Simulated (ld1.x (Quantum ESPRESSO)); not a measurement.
What one change does to a pseudopotential (Ga (Z = 31), TM semilocal)

| Item | Value |
| --- | --- |
| Element | Ga (Z = 31) |
| Generator | ld1.x (Quantum ESPRESSO) 7.5 |
| Type | norm-conserving Troullier–Martins (semilocal form) |
| Functional | LDA (PZ) |
| Relativity | scalar-relativistic |
| Frozen core | [Ar] |
| Valence charge | 13 |
| Reference configuration | 3d10 4s2 4p1 |
| Partial waves | 4s (bound): rc 1.45 bohr; 3d (bound): rc 0.75 bohr; 4p (bound): rc 2.30 bohr |
| Local potential | the p channel |
| Core correction | none |

All-electron outer shells of the reference configuration (LDA (PZ), scalar-relativistic, ld1.x):

```csv
shell,level (eV),outermost node (bohr),outermost maximum (bohr)
3s,-147.43,0.27,0.56
3p,-98.65,0.24,0.56
3d,-19.40,–,0.53
4s,-9.17,0.81,1.87
4p,-2.74,0.87,2.53
```

Change: core correction a·sin(br)/r model core inside 0.30 bohr.

Cutoffs: the cutoffs (Ry, on a coarse ladder) from which the occupation-weighted sum of valence levels, in a spherical-Bessel basis at the reference potential, stays within 10 and 1 mRy of its value at 400 Ry; they do not see the model core or the augmentation charge, which bear on the density cutoff. Errors are all-electron minus pseudo energies relative to the spin-unpolarised reference configuration.

Question: What does the change do?

Answer: Of the 9 tests that both files solve, the error grows in 5 and shrinks in 2 by more than 15 % and 0.3 meV (median size 1.3 → 1.4 meV); neither file shows a bound ghost. A semilocal file is local in each channel, so a ghost entry of none says nothing of the separable form that plane-wave codes build from it. A model core, the more so a compact one, raises the density cutoff, which this test does not measure.

```tsv
quantity	base	changed
bound ghosts	none	none
error for 3d10 4s2 4p0, meV [ΔE 5.89 eV]	-1.0	-1.4
error for 3d10 4s1 4p0, meV [ΔE 27.39 eV]	+0.8	-13
error for 3d10 4s0 4p0, meV [ΔE 58.99 eV]	+8.4	-65
error for 3d10 4s1 4p2, meV [ΔE 6.61 eV]	+0.9	-0.9
error for 3d10 4s1 4p1, meV [ΔE 13.34 eV]	+2.5	-1.4
error for 3d10 4s2 4p1.3, meV [ΔE -0.58 eV]	0.0	+0.1
error for 3d9 4s2 4p2, meV [ΔE 20.40 eV]	-248	-296
error for 3d10 4s2 4p1 (spin-polarised), meV [ΔE -0.13 eV]	+1.3	+0.4
error for 3d10 4s1 4p0 (spin-polarised), meV [ΔE 27.08 eV]	+12	-14
s: phases at 2.52 bohr within 0.05 rad from the reference energy up to (Ry; the scan ends near 5)	2.4	2.4
p: phases at 2.52 bohr within 0.05 rad from the reference energy up to (Ry; the scan ends near 5)	3.4	3.4
d: phases at 2.52 bohr within 0.05 rad from the reference energy up to (Ry; the scan ends near 5)	to the end of the scan	to the end of the scan
```
